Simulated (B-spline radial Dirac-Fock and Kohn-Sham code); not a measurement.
Level of theory: Dirac-Fock energy differences between relaxed states, corrected for Breit and QED terms; a radial atomic solver. Free atoms and ions in their tabulated ground configurations, energies from the vacuum level.

Problem. Order these levels by binding energy, lowest first.
A. Co⁶⁺ 1s
B. Hf⁴⁺ 2p3/2
C. Cs⁶⁺ 2s
D. Au⁶⁺ 2s
E. Sm⁶⁺ 2p1/2
F. Lu⁵⁺ 2p1/2

Solution. C (5806.1 eV), E (7409.7 eV), A (7851.1 eV), B (9611.6 eV), F (10437.7 eV), D (14464.4 eV).

Values without a named source are computed, but for edge energies of neutral atoms, which are taken from tables.
